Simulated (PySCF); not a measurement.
# Unknowns

[PySCF: geometry: GFN2-xTB; PBE0/pcSseg-1 with gauge-including orbitals; one computed conformer; isolated molecule; no relativistic terms; fast rotation and ring inversion assumed for equivalent nuclei]

References, each an isolated molecule treated in the same way: 1H and 13C vs TMS. Where no couplings were computed, multiplicities follow the n + 1 count of equivalent neighbours, and m marks all less simple cases (inequivalent or close neighbours, rings, F or P nearby). Shifts are as computed. Against solution values, carbons near 30 ppm lie about +3 ppm off and those near 130 ppm about +5 ppm. Of 1211 compounds with measured shifts, 218 miss one by over three times the rms of a fit or turn the order of signals round; such compounds aren't used in these exercises. OH and NH positions are gas-phase values without hydrogen bonding to other molecules.

Question: C₅H₁₁NSi. 1H NMR (400 MHz, computed): δ 7.10 (d, 1H), 5.94 (m, 1H), 5.51 (m, 2H), 1.29 (s, 6H), -0.20 (br s, 1H). 13C{1H} NMR (computed): δ 168.1 (CH), 127.2 (CH), 67.2 (C), 33.8 (CH3). Give a structure.

Answer: SMILES C1(C)(C)C=C[SiH2]N1. The formula gives 2 degrees of unsaturation (1 ring in the answer). 4 carbon signals for 5 carbons: some carbons are equivalent by symmetry or fast rotation. Carbon types of the structure: 1 × C, 2 × CH, 2 × CH3, leaving 3 H on heteroatoms. δC 168.1, 127.2: alkene CH. δC 67.2: allylic fully substituted sp3 carbon bonded to N; the inductive effect lowers its shielding. δC 33.8: methyl carbon; saturated and bonded to C and H only. δH 7.10, 5.94: hydrogen on an alkene CH; a vinylic proton, deshielded by the sp2 carbon and the C=C anisotropy.

The shifts were computed for this structure.

Question: C₇H₉N. 1H NMR (400 MHz, computed): δ 5.69 (q, 1H), 3.16 (m, 1H), 3.14 (m, 1H), 3.12 (m, 1H), 3.10 (m, 1H), 2.81 (m, 1H), 1.72 (d, 3H). 13C{1H} NMR (computed): δ 138.4 (C), 129.9 (CH), 127.8 (C), 37.7 (CH2), 35.8 (CH2), 16.8 (CH3), 15.5 (CH). What is it?

Answer: SMILES CC=C1CC(C#N)C1. Rings plus π bonds: 4 (1 ring in the answer). 7 carbon signals for 7 carbons: no two carbons are equivalent. Carbon types of the structure: 2 × C, 2 × CH, 2 × CH2, 1 × CH3, which accounts for all hydrogens. δC 138.4: fully substituted alkene carbon; the olefinic region. δC 129.9: alkene CH; the olefinic region. δC 127.8: nitrile carbon; typical of a nitrile. δH 1.72: hydrogen on an allylic methyl carbon; allylic position.

The data come from this structure; uniqueness wasn't tested.
